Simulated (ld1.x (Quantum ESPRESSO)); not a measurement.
**In, PAW: configuration errors across variants**

ld1.x (Quantum ESPRESSO) 7.5 input, shortened:

```
&input
   title='In', zed=49., rel=0, dft='PZ', iswitch=3,
   config='[Kr] 4d10 5s2 5p1'
 /
 &inputp
   pseudotype=3, lpaw=.true., tm=.true., lloc=-2, rcloc=3.00,
   nlcc=.true., new_core_ps=.true.,
   which_augfun='PSQ', rmatch_augfun_nc=.true.
 /
4
5S  1  0   2.00   0.00  2.15  2.60  0.0
5S  1  0   0.00   0.20  2.15  2.60  0.0
5P  2  1   1.00   0.00  2.80  3.30  0.0
5P  2  1   0.00   1.10  2.80  3.30  0.0
 &test
   configts(1)='5s2 5p1'
 /
```

All-electron excitation energies from the reference (eV): (1) 5s2 5p0 5.656; (2) 5s1 5p0 24.448; (3) 5s2 5p0.5 2.080.

The default core radius of the base comes out at 1.96 bohr.

3 further variants failed, have other tests or too few solved ones, and are left out.

Errors AE − PS in meV (a dash: test not solved or not reliable):

```csv
change,(1),(2),(3),bound ghosts
base,-13,-189,-1.9,none
"augmentation PSQ, radius 2.25 bohr",-13,-189,-1.9,none
local potential all-electron potential smoothed inside 2.86 bohr (lloc = -2),-13,-189,-1.9,none
```

Give the same row for: core correction Bessel-smoothed model core inside 1.78 bohr.

-13, -189, -1.9; bound ghosts: none.
